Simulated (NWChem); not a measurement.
System: boron monoxide dimer (B2O2); SMILES O=BB=O

The following NWChem deck was run.

```
start job
memory heap 200 mb stack 900 mb global 1100 mb
geometry units angstroms noautoz
  O      0.000000     0.000000    -2.025435
  B      0.000000     0.000000    -0.826223
  B      0.000000     0.000000     0.826223
  O      0.000000     0.000000     2.025435
end
basis spherical
  * library 6-31g*
end
dft
  xc b3lyp
  iterations 150
  mulliken
end
task dft energy
```

Parts of the log:

```
             Northwest Computational Chemistry Package (NWChem) 7.3.0
             --------------------------------------------------------

 ORDER OF PRIMARY AXIS IS BEING SET TO 4
 D4H symmetry detected

                             Geometry "geometry" -> ""
                             -------------------------

 Output coordinates in angstroms (scale by  1.889725989 to convert to a.u.)

  No.       Tag          Charge          X              Y              Z
 ---- ---------------- ---------- -------------- -------------- --------------
    1 O                    8.0000     0.00000000     0.00000000    -2.02543500
    2 B                    5.0000     0.00000000     0.00000000    -0.82622300
    3 B                    5.0000     0.00000000     0.00000000     0.82622300
    4 O                    8.0000     0.00000000     0.00000000     2.02543500

 Effective nuclear repulsion energy (a.u.)      66.5136065449

      Symmetry information
      --------------------

 Group name             D4h
 Group number             28
 Group order              16
 No. of unique centers     2

                                 NWChem DFT Module
                                 -----------------

 Summary of "ao basis" -> "ao basis" (spherical)
 ------------------------------------------------------------------------------
       Tag                 Description            Shells   Functions and Types
 ---------------- ------------------------------  ------  ---------------------
 O                           6-31g*                  6       14   3s2p1d
 B                           6-31g*                  6       14   3s2p1d

      Symmetry analysis of basis
      --------------------------

        a1g        12
        a1u         0
        a2g         0
        a2u        12
        b1g         2
        b1u         2
        b2g         2
        b2u         2
        eg         12
        eu         12

            General Information
            -------------------
          SCF calculation type: DFT
          Wavefunction type:  closed shell.
          No. of atoms     :     4
          No. of electrons :    26
           Alpha electrons :    13
            Beta electrons :    13
          Charge           :     0
          Spin multiplicity:     1
          Use of symmetry is: on ; symmetry adaption is: on
          Maximum number of iterations: 150
          AO basis - number of functions:    56
                     number of shells:    24
          Convergence on energy requested:  1.00D-06
          Convergence on density requested:  1.00D-05
          Convergence on gradient requested:  5.00D-04

              XC Information
              --------------
                         B3LYP Method XC Potential
                     Hartree-Fock (Exact) Exchange  0.200
                        Slater Exchange Functional  0.800 local
                    Becke 1988 Exchange Functional  0.720 non-local
              Lee-Yang-Parr Correlation Functional  0.810
                  VWN I RPA Correlation Functional  0.190 local

             Grid Information
             ----------------
          Grid used for XC integration:  medium
          Radial quadrature: Mura-Knowles
          Angular quadrature: Lebedev.
          Tag              B.-S. Rad. Rad. Pts. Rad. Cut. Ang. Pts.
          ---              ---------- --------- --------- ---------
          O                   0.60       49          10.0       434
          B                   0.85       49           7.0       434
          Grid pruning is: on
          Number of quadrature shells:    98
          Spatial weights used:  Erf1

      Superposition of Atomic Density Guess
      -------------------------------------

 Sum of atomic energies:        -198.56088145

      Non-variational initial energy
      ------------------------------

 Total energy =    -199.573878
 1-e energy   =    -402.363065
 2-e energy   =     136.275581
 HOMO         =      -0.522939
 LUMO         =      -0.014882

      Symmetry analysis of molecular orbitals - initial
      -------------------------------------------------

 !! scf_movecs_sym_adapt:    8 vectors were symmetry contaminated

  Symmetry fudging

 !! scf_movecs_sym_adapt:    8 vectors were symmetry contaminated

  Numbering of irreducible representations:

     1 a1g         2 a1u         3 a2g         4 a2u         5 b1g
     6 b1u         7 b2g         8 b2u         9 eg         10 eu

  Orbital symmetries:

     1 a1g         2 a2u         3 a1g         4 a2u         5 a1g
     6 a2u         7 a1g         8 a2u         9 eu         10 eu
    11 eg         12 eg         13 a1g        14 eu         15 eu
    16 a2u        17 eg         18 eg         19 a1g        20 a2u
    21 eu         22 eu         23 a1g

     ---------------------------------------------
      Total Density - Mulliken Population Analysis
     ---------------------------------------------

    Atom       Charge   Shell Charges
 -----------   ------   -------------------------------------------------------
    1 O    8     8.86   2.00  0.96  3.18  0.86  1.84  0.01
    2 B    5     4.14   2.00  0.58  0.87  0.48  0.14  0.07
    3 B    5     4.14   2.00  0.58  0.87  0.48  0.14  0.07
    4 O    8     8.86   2.00  0.96  3.18  0.86  1.84  0.01

   convergence    iter        energy       DeltaE   RMS-Dens  Diis-err
 ---------------- ----- ----------------- --------- --------- ---------
 d= 0,ls=0.0,diis     1   -199.9671669670 -2.66D+02  5.54D-02  1.84D+00
 d= 0,ls=0.0,diis     2   -198.1655298655  1.80D+00  4.00D-02  1.87D+01
 d= 0,ls=0.0,diis     3   -200.2313445032 -2.07D+00  1.87D-03  3.69D-02
 d= 0,ls=0.0,diis     4   -200.2352371366 -3.89D-03  3.84D-04  2.10D-03
 d= 0,ls=0.0,diis     5   -200.2354281297 -1.91D-04  1.31D-04  9.93D-05
  Resetting Diis
 d= 0,ls=0.0,diis     6   -200.2354423315 -1.42D-05  1.15D-05  7.89D-07
 d= 0,ls=0.0,diis     7   -200.2354424566 -1.25D-07  4.29D-06  2.05D-08

         Total DFT energy =     -200.235442456645
      One electron energy =     -404.731692869398
           Coulomb energy =      163.286840643060
    Exchange-Corr. energy =      -25.304196775208
 Nuclear repulsion energy =       66.513606544900

 Numeric. integr. density =       25.999999011667

                  Occupations of the irreducible representations
                  ----------------------------------------------

                     irrep           alpha         beta
                     --------     --------     --------
                     a1g               5.0          5.0
                     a1u               0.0          0.0
                     a2g               0.0          0.0
                     a2u               4.0          4.0
                     b1g               0.0          0.0
                     b1u               0.0          0.0
                     b2g               0.0          0.0
                     b2u               0.0          0.0
                     eg                2.0          2.0
                     eu                2.0          2.0

                       DFT Final Molecular Orbital Analysis
                       ------------------------------------

 Vector   11  Occ=2.000000D+00  E=-4.009435D-01  Symmetry=eu
              MO Center= -3.2D-17, -1.1D-16,  6.5D-14, r^2= 3.7D+00
   Bfn.  Coefficient  Atom+Function         Bfn.  Coefficient  Atom+Function
  ----- ------------  ---------------      ----- ------------  ---------------
     4      0.370830  1 O  py                46      0.370830  4 O  py
     8      0.225967  1 O  py                50      0.225967  4 O  py
    18      0.218014  2 B  py                32      0.218014  3 B  py
    22      0.093540  2 B  py                36      0.093540  3 B  py
     3      0.080687  1 O  px                45      0.080687  4 O  px

 Vector   12  Occ=2.000000D+00  E=-3.803219D-01  Symmetry=eg
              MO Center= -2.5D-15, -2.3D-15,  1.5D-14, r^2= 4.1D+00
   Bfn.  Coefficient  Atom+Function         Bfn.  Coefficient  Atom+Function
  ----- ------------  ---------------      ----- ------------  ---------------
     3      0.310682  1 O  px                45     -0.310682  4 O  px
     4      0.276590  1 O  py                46     -0.276590  4 O  py
     7      0.191596  1 O  px                49     -0.191596  4 O  px
     8      0.170572  1 O  py                50     -0.170572  4 O  py
    17      0.133789  2 B  px                31     -0.133789  3 B  px

 Vector   13  Occ=2.000000D+00  E=-3.803219D-01  Symmetry=eg
              MO Center= -5.6D-19,  6.3D-19, -5.7D-14, r^2= 4.1D+00
   Bfn.  Coefficient  Atom+Function         Bfn.  Coefficient  Atom+Function
  ----- ------------  ---------------      ----- ------------  ---------------
     4      0.310682  1 O  py                46     -0.310682  4 O  py
     3     -0.276590  1 O  px                45      0.276590  4 O  px
     8      0.191596  1 O  py                50     -0.191596  4 O  py
     7     -0.170572  1 O  px                49      0.170572  4 O  px
    18      0.133789  2 B  py                32     -0.133789  3 B  py

 Vector   14  Occ=0.000000D+00  E=-8.076264D-02  Symmetry=eu
              MO Center= -4.1D-17, -5.2D-17, -2.9D-15, r^2= 2.8D+00
   Bfn.  Coefficient  Atom+Function         Bfn.  Coefficient  Atom+Function
  ----- ------------  ---------------      ----- ------------  ---------------
    22      0.309651  2 B  py                36      0.309651  3 B  py
    18      0.282018  2 B  py                32      0.282018  3 B  py
     8     -0.269825  1 O  py                50     -0.269825  4 O  py
     4     -0.259514  1 O  py                46     -0.259514  4 O  py
    21      0.137548  2 B  px                35      0.137548  3 B  px

[...]
```

Level: B3LYP/6-31G* (spherical d). Structure relaxed at the PBE0/def2-SVP level.
